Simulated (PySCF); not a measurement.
## Neon: a sound run and one with changed settings

Sound run: Ne²⁺ [He] 2s2 2p4, Ne³⁺ [He] 2s2 2p3. Calculation: PySCF 2.14, in def2-SVP; no relativity, point nucleus. The sound run starts from symmetry-adapted Hartree-Fock orbitals and uses a fine grid where one is needed.

Changed run: radial step 0.8 in ln r (0.13 in the sound run). This setting is unsound on purpose.

| species | method | sound run (hartree) | changed run (hartree) | converged |
| --- | --- | --- | --- | --- |
| Ne²⁺ | UHF | -126.19497 | -126.19497 | yes |
| Ne²⁺ | r2SCAN | -126.45337 | -126.54006 | yes |
| Ne²⁺ | TPSS | -126.51186 | -126.57595 | yes |
| Ne³⁺ | UHF | -123.92154 | -123.92154 | yes |
| Ne³⁺ | r2SCAN | -124.11197 | -124.15593 | yes |
| Ne³⁺ | TPSS | -124.15562 | -124.18333 | yes |

Ionisation energy of Ne²⁺:

```tsv
method	sound run (eV)	changed run (eV)
UHF	61.863	61.863
r2SCAN	63.713	64.875
TPSS	64.117	65.107
```

A coarse radial grid mis-integrates the density and the exchange-correlation energy, with errors of either sign; Hartree-Fock needs no grid.

For comparison, NIST gives 63.423 eV between the lowest levels.
